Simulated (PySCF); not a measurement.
Structure from NMR data

An unknown has the formula C₃H₁₁B₂N. Its calculated NMR data are:

¹H NMR (400 MHz, computed): δ 7.04 (br, 2H), 3.96 (br s, 1H), 2.95 (s, 3H), 2.70 (t, J = 9.1 Hz, 2H), 0.36 (s, 3H).

¹³C{¹H} NMR (computed): δ 42.9, 33.6, 10.5.

Computational details: PBE0-D3(BJ)/def2-SVP geometry, J: B3LYP/pcJ-1 (spin–dipole term only in couplings to heteroatoms), B3LYP/pcSseg-2 with gauge-including orbitals, in PySCF 2.14 (averaged over atoms made equivalent by symmetry, fast rotation or ring inversion, single conformer, non-relativistic Hamiltonian, no solvent).

References, each an isolated molecule treated in the same way: ¹H (σ = 31.39 ppm) and ¹³C (σ = 179.19 ppm) vs TMS.

Problem. What is the structure?

Solution. 
3 carbon signals for 3 carbons: no two carbons are equivalent. Carbon types of the structure: 1 × CH2, 2 × CH3, leaving 3 H on heteroatoms. δC 42.9: sp3 CH2 bonded to 2 B. δC 33.6: methyl carbon bonded to N; deshielded by the electronegative neighbour. δC 10.5: methyl carbon bonded to B. δH 7.04: hydrogen on a boron bonded to C. δH 3.96: hydrogen on a nitrogen bonded to C, B; labile proton, position sensitive to the medium. δH 2.95: hydrogen on a methyl carbon bonded to N; its carbon carries N, hence the downfield position. δH 2.70: hydrogen on an sp3 CH2 bonded to 2 B.

Structure: SMILES BCB(C)NC.

The shifts were computed for this structure.

OH/NH shifts are gas-phase values; hydrogen bonding in solution moves them, usually downfield. Hydrogens on boron are broadened and split by ¹¹B (spin 3/2, 80 %) and 10B (spin 3). A carbon bonded to boron is broadened by the quadrupolar boron nucleus and is often missing from a measured spectrum. Splittings below 1 Hz are ignored in the labels, and close J values are merged. Shifts are as computed. Against solution values, carbons near 30 ppm lie about +3 ppm off and those near 130 ppm about +8 ppm. Of 1309 compounds with measured shifts, 239 miss one by over three times the rms of a fit or turn the order of signals round; such compounds aren't used in these exercises. Couplings to exchangeable protons are dropped. Only one conformer was computed, so three-bond couplings in flexible chains and rings are approximate.
